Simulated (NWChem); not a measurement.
System meant: CH₄ClFSi; SMILES FC[SiH2]Cl

NWChem input:

```
start job
memory heap 200 mb stack 900 mb global 1100 mb
geometry units angstroms noautoz
  F      0.870314     1.962404    -0.266927
  C     -0.154095     1.488847     0.519865
  Si    -0.830958    -0.141478    -0.163241
  Cl     0.601399    -1.623086     0.002051
  H      0.207300     1.356874     1.555596
  H     -0.968435     2.237703     0.551618
  H     -1.187007     0.013458    -1.598837
  H     -2.023410    -0.533854     0.641233
end
basis spherical
  * library def2-svp
end
dft
  xc b3lyp
  iterations 4
  mulliken
end
task dft energy
```

End of the output:

```
    Atom       Charge   Shell Charges
 -----------   ------   -------------------------------------------------------
    1 F    9     9.14   1.98  1.02  0.75  3.23  2.16  0.01
    2 C    6     6.05   1.96  0.61  0.34  1.83  1.17  0.13
    3 Si  14    13.59   2.00  1.93  0.70  0.34  5.81  1.30  1.12  0.40
    4 Cl  17    17.07   2.00  1.96  1.05  0.79  5.82  2.27  3.15  0.02
    5 H    1     0.98   0.64  0.27  0.07
    6 H    1     0.98   0.64  0.27  0.07
    7 H    1     1.09   0.65  0.42  0.03
    8 H    1     1.10   0.65  0.42  0.02

 center of mass
 --------------
 x =   0.10550111 y =  -0.05290911 z =  -0.02419502

 moments of inertia (a.u.)
 ------------------
         752.080240841340          -0.000000000000           0.000000000000
          -0.000000000000         226.444391087084           0.000000000001
           0.000000000000           0.000000000001         900.192785352215

     Multipole analysis of the density
     ---------------------------------

     L   x y z        total         alpha         beta         nuclear
     -   - - -        -----         -----         ----         -------
     0   0 0 0     -0.000000    -25.000000    -25.000000     50.000000

     1   1 0 0     -0.738418     -0.369209     -0.369209      0.000000
     1   0 1 0      0.262138      0.131069      0.131069      0.000000
     1   0 0 1      0.343732      0.171866      0.171866     -0.000000

     2   2 0 0    -28.416546    -66.306828    -66.306828    104.197110
     2   1 1 0     -1.757296      0.840816      0.840816     -3.438928
     2   1 0 1      0.388149     -0.283473     -0.283473      0.955094
     2   0 2 0    -29.846932   -193.950155   -193.950155    358.053378
     2   0 1 1      1.347044     -2.508165     -2.508165      6.363373
     2   0 0 2    -27.697067    -28.581731    -28.581731     29.466395

 ------------------------------------------------------------------------
 dft energy failed                                                                                  0
 ------------------------------------------------------------------------
 ------------------------------------------------------------------------
  current input line :
    21: task dft energy
 ------------------------------------------------------------------------
 ------------------------------------------------------------------------
 This type of error is most commonly associated with calculations not reaching convergence criteria
 ------------------------------------------------------------------------
 For more information see the NWChem manual at https://nwchemgit.github.io

0:dft energy failed:Received an Error in Communication
```

Problem. Find the fault in this run and fix the input.

Solution. The run did not converge; its last values are not results. Cause: the SCF was allowed too few iterations. This input runs:
```
start job
memory heap 200 mb stack 900 mb global 1100 mb
geometry units angstroms noautoz
  F      0.870314     1.962404    -0.266927
  C     -0.154095     1.488847     0.519865
  Si    -0.830958    -0.141478    -0.163241
  Cl     0.601399    -1.623086     0.002051
  H      0.207300     1.356874     1.555596
  H     -0.968435     2.237703     0.551618
  H     -1.187007     0.013458    -1.598837
  H     -2.023410    -0.533854     0.641233
end
basis spherical
  * library def2-svp
end
dft
  xc b3lyp
  iterations 150
  mulliken
end
task dft energy
```
It converges to -889.76782 Ha (B3LYP/def2-SVP).
